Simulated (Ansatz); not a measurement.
`[CH3][GaH][N]=C=O`. The species carries charge 0 and has multiplicity 1. Geometry: relaxed with PBE0-D4/def2-TZVP. It is one conformer, not always the lowest.

```xyz
9

C     1.515   -0.347    0.632
Ga    0.172    0.915   -0.007
N    -1.404    0.149   -0.569
C    -2.399   -0.407   -0.915
O    -3.379   -0.949   -1.256
H     1.823   -0.996   -0.190
H     1.082   -0.985    1.406
H     2.396    0.154    1.033
H     0.194    2.467   -0.134
```

Task: What is the dipole moment at r2SCAN/def2-TZVPP? (Best estimate.)

Result: The calculation gave: 3.54 D, with components (3.22, 0.83, 1.21) D in this frame, pointing from negative to positive charge.

Task: And with PBE, B3LYP, ωB97M-V? (An estimate is asked.)

Result: Computed: PBE 3.46 D, B3LYP 3.64 D, ωB97M-V 3.65 D.

Task: Give the Mulliken charges with r2SCAN, B3LYP, PBE in def2-TZVPP. (Estimate.)

Result: Ansatz gave: 
| atom | r2SCAN | B3LYP | PBE |
| --- | --- | --- | --- |
| C1 | -0.29 | -0.36 | -0.35 |
| Ga2 | 0.37 | 0.34 | 0.27 |
| N3 | -0.35 | -0.29 | -0.21 |
| C4 | 0.34 | 0.28 | 0.20 |
| O5 | -0.27 | -0.25 | -0.20 |
| H6 | 0.07 | 0.10 | 0.10 |
| H7 | 0.08 | 0.10 | 0.11 |
| H8 | 0.08 | 0.11 | 0.11 |
| H9 | -0.04 | -0.03 | -0.02 |

B3LYP here is the variant with VWN-RPA as its local correlation; programs differ in this.
